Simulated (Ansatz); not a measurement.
A structure relaxed at B3LYP-D4/def2-SVPD in Ansatz, charge -1, doublet:

```xyz
7

Ge    1.157   -1.529    0.575
Ge   -0.386    0.882   -1.241
S     1.248   -0.824   -1.587
S    -1.227   -0.613    0.816
S    -0.448    0.429    2.489
S    -1.851    0.971   -2.780
S     1.507    0.683    1.728
```

**Question.** Give its formula.

**Answer.** the cluster Ge2S5⁻.

**Question.** Summarise the bond lengths by kind (pairs closer than 1.2 times the sum of covalent radii, bridged metal pairs left out).

**Answer.** 6 × Ge–S 2.13 to 2.68 Å; 2 × S–S 2.11 to 2.12 Å.

Another isomer (doublet) lies 1.64 eV lower at PBE0-D4/def2-SVP; other spin states weren't run for this one.
